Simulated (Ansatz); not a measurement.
`[NH2][Al]([SH])[Cl]` and `[NH2][Al]([F])[Cl]` differ in one atom or group.

Ansatz, PBE0-D4/def2-TZVP geometries, multiplicity 1. Each molecule was computed in one conformer, which needn't be the lowest.

```json
{"property": "HOMO–LUMO gap (B3LYP/def2-TZVPP) / eV", "`[NH2][Al]([SH])[Cl]`": "6.66"}
{"property": "HOMO–LUMO gap (PBE/def2-TZVPP) / eV", "`[NH2][Al]([SH])[Cl]`": "5.06"}
{"property": "ideal-gas entropy at 298 K and 1 bar (rigid rotor, harmonic PBE0-D4/def2-TZVP) / J/(mol·K)", "`[NH2][Al]([SH])[Cl]`": "342"}
{"property": "LUMO energy (B3LYP/def2-TZVPP) / eV", "`[NH2][Al]([SH])[Cl]`": "-0.70"}
{"property": "size of the dipole moment (PBE/def2-TZVPP) / D", "`[NH2][Al]([SH])[Cl]`": "2.84"}
{"property": "HOMO–LUMO gap (ωB97M-V/def2-TZVPP) / eV", "`[NH2][Al]([SH])[Cl]`": "11.03"}
```

Task: What does the change do to each property? (Best estimate.)

Result: The calculation gave: 
```csv
property,`[NH2][Al]([F])[Cl]`,shift
HOMO–LUMO gap (B3LYP/def2-TZVPP) / eV,6.84,0.18
HOMO–LUMO gap (PBE/def2-TZVPP) / eV,5.11,0.05
"ideal-gas entropy at 298 K and 1 bar (rigid rotor, harmonic PBE0-D4/def2-TZVP) / J/(mol·K)",317,-25
LUMO energy (B3LYP/def2-TZVPP) / eV,-0.94,-0.24
size of the dipole moment (PBE/def2-TZVPP) / D,2.43,-0.41
HOMO–LUMO gap (ωB97M-V/def2-TZVPP) / eV,11.41,0.38
```

With PBE0 the HOMO falls by 0.40 eV and the LUMO falls by 0.20 eV, so the gap widens by about 0.20 eV. PBE moves the HOMO by -0.29 eV and ωB97M-V by -0.56 eV. The zero-point energy changes by -18.0 kJ/mol with -3 modes. Dipoles are sizes alone; their direction can turn.

B3LYP here is the variant with VWN-RPA as its local correlation; programs differ in this.
